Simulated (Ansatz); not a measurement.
Relaxation of H$_{6}$OW (8 atoms, charge 0, multiplicity 1), to a largest force component of 0.03 eV/Å in at most 50 steps.

The calculation used RKS r2SCAN-D4/def2-SVP in Ansatz 0.2.0.

```xyz
8
Properties=species:S:1:pos:R:3:forces:R:3
W -0.084 -0.140 0.303 0.92 0.45 0.52
O 0.714 -0.125 2.047 -0.36 -0.12 -0.37
H 0.145 -0.598 2.689 0.02 0.01 -0.05
H 1.344 0.749 0.107 -0.58 -0.33 -0.16
H -0.123 1.220 -0.682 0.02 0.01 0.02
H -1.576 0.692 0.255 -0.04 -0.02 0.00
H -0.200 -1.707 -0.380 0.01 0.00 0.02
H 0.809 -0.372 -1.101 0.01 -0.01 0.01
```

**Question.** Where does it end, and by what steps?

**Answer.** The run converged. After 13 steps the energy has fallen by 0.699 eV; H8 moved furthest, 0.73 Å.

```csv
step,energy less start (eV),largest force component (eV/Å),accepted
0,0.0000,0.921,yes
1,-0.0174,0.314,yes
2,-0.0388,0.092,yes
3,-0.0411,0.040,yes
4,-0.0477,0.114,yes
5,-0.1379,0.446,yes
6,-0.3899,0.977,yes
7,-0.6049,1.139,yes
8,-0.6495,1.295,yes
9,-0.6727,0.630,yes
10,-0.6880,0.199,yes
11,-0.6917,0.504,yes
12,-0.6990,0.031,yes
13,-0.6991,0.003,yes
```

```xyz
8
Properties=species:S:1:pos:R:3
W 0.158 0.018 0.284
O 0.628 -0.151 2.063
H 0.186 -0.643 2.771
H 1.312 0.892 -0.571
H -0.304 1.594 -0.110
H -1.489 0.236 -0.034
H -0.597 -1.316 -0.430
H 1.135 -0.911 -0.736
```

Whether the end is a true minimum wasn't checked by a vibrational analysis.

The run took 70 s on 1 thread of Arm Neoverse V1, with other jobs on the host, peak memory 0.15 GiB.
